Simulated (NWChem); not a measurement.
Species: CH$_{3}$IZn; SMILES [CH3][Zn][I]

def2 effective core potentials on I; no spin-orbit coupling.

**Question.** Give the equilibrium geometry at PBE0/def2-SVP with def2 effective core potentials on I (NWChem) as an XYZ file, with the point group.

**Answer.** point group C3v; any orientation.
```
6

Zn    -0.0279    -1.2600    -0.0008
I      0.0364     1.1848     0.0006
C     -0.0809    -3.1976    -0.0004
H     -0.2122    -3.5821    -1.0235
H     -0.9170    -3.5625     0.6158
H      0.8544    -3.6116     0.4066
```
